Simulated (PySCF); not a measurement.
Input for PySCF: R-MP2/6-31G* on C3H9N (SMILES CN(C)C) with ghost functions, monomers drawn apart or pushed together.

```python
from pyscf import gto, scf, dft, mp
from pyscf.data.elements import chemcore

mol = gto.M(
    atom='''
    C     1.39727120   -0.58455223    3.29861719
    N     0.07432945    0.05458508    3.10970938
    C     0.13290969    1.45638838    3.58494605
    C    -0.94547790   -0.68625668    3.88784157
    H     1.67731391   -0.57705169    4.35459502
    H     2.13381568   -0.03987511    2.71400156
    H     1.34520442   -1.60703524    2.93424326
    H     0.39845494    1.48929767    4.64418005
    H    -0.83885817    1.91748373    3.42998552
    H     0.87413116    1.99232571    2.99816209
    H    -0.69398093   -0.67855289    4.95098001
    H    -1.91266288   -0.21645969    3.73037739
    H    -0.98743985   -1.70879488    3.52232752
    ghost-B   -0.38676388    0.02678940    1.27119403
    ghost-H    0.48750480    0.64583617    0.70917925
    ghost-H   -0.41460718   -1.14254468    0.96245519
    ghost-H   -1.46898360    0.56276349    1.20109849
    ''',
    basis='6-31g*',
    cart=True,
    charge=0, spin=0, verbose=3, max_memory=1800)
mf = scf.RHF(mol)
mf.conv_tol = 1e-8
mf.max_cycle = 100
mf.kernel()
if not mf.converged:
    mf = mf.newton().run(mf.mo_coeff, mf.mo_occ)
pt = mp.MP2(mf, frozen=chemcore(mol)).run()
```

It printed:

```
converged SCF energy = -173.268586457894
E(RMP2) = -173.833166726951  E_corr = -0.564580269056218
E(SCS-RMP2) = -173.829996938341  E_corr = -0.561410480446591
```

The calculation finished and met its thresholds.

Cost: very roughly 3 core-seconds.
